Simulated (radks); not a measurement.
Q: The mean radii <r> (bohr) of the occupied orbitals of an atom or ion are listed with their occupations. Method: Dirac Kohn-Sham, PBEsol, spin-unpolarised, spherical densities, point nucleus; computed with a radial shooting solver on a logarithmic mesh with Libxc functionals.

orbital  occ.      <r>
1s1/2       2  0.03264
2s1/2       2   0.1416
2p1/2       2   0.1203
2p3/2       4   0.1252
3s1/2       2   0.3905
3p1/2       2   0.3831
3p3/2       4   0.3938
3d3/2       4   0.3680
3d5/2       6   0.3715
4s1/2       2   0.9607
4p1/2       2    1.025
4p3/2       4    1.051
4d3/2     1.6    1.270
4d5/2     2.4    1.280
5s1/2       1    2.247

Name the element and its charge. Open shells, if any, are shared by 2j + 1.

A: Z = 45, rhodium, charge +4: Rh4+ in [Kr] 4d4 5s1. The 1s radius gives Z: for a bare nucleus <r> = (2 gamma + 1)/(2Z) with gamma = sqrt(1 - (Z/c)^2), 0.0321 bohr for Z = 45, and screening makes it slightly larger (0.03264 here). The occupations add up to 41, and the charge is Z minus that.
